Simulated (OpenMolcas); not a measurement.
# Si3+: effect of the active space

- Program: OpenMolcas 26.06
- Method: CASSCF
- Basis: ANO-RCC-VTZP
- Scalar Hamiltonian: DKH2, point nucleus
- Spin-orbit coupling: state interaction with AMFI integrals over the reference wave functions, term energies averaged over their components

A. 1 electron in 4 orbitals (3s 3p); 2S+1 = 2 even, 1 root; 2S+1 = 2 odd, 3 roots; cost of the order of 4 core-seconds
B. 1 electron in 8 orbitals (3s 3p 4s 4p); 2S+1 = 2 even, 1 root; 2S+1 = 2 odd, 3 roots; cost about 8 core-seconds

Energies in cm-1 above 3s 2S 1/2, the measured ground level; measured values from NIST levels in Kelleher and Podobedova, J. Phys. Chem. Ref. Data 37, 1285 (2008).

| Level | A | B | Measured |
| --- | --- | --- | --- |
| 3s 2S 1/2 | 0.0 | 0.0 | 0.0 |
| 3p 2P* 1/2 | 70649 | 70649 | 71288 |
| 3p 2P* 3/2 | 71022 | 71022 | 71749 |

Deviations, from unrounded energies. A percentage is the sum of absolute deviations over the sum of measured energies, with the sign that they share, or ± where signs differ.

| Against measurement | Levels | A | B |
| --- | --- | --- | --- |
| mean absolute deviation (cm-1) | 2 | 680 | 680 |
| other configurations (%) | 2 | -1.0 | -1.0 |

A, B lie about equally close to measurement. The largest miss of B in the table is 3p 2P* 3/2, by -730 cm-1. The ranking rests on the paired levels alone, and a cruder setting can come out closer through cancelling errors.

Between A and B no level of the table moves by more than 5 cm-1.

With one active electron the reference holds no correlation, so core polarisation is missing. With one active electron outside closed inactive shells, the extra shells (4p 4s) add no correlation to the reference (holds for B). Computed and measured levels are paired by configuration, term and J; levels that our copy of the source lacks, or whose pairing is in doubt (as where it misses far off the trend of its configuration), stay unpaired and out of the deviations. Levels of configurations outside the active space are missing.

* marks odd parity.
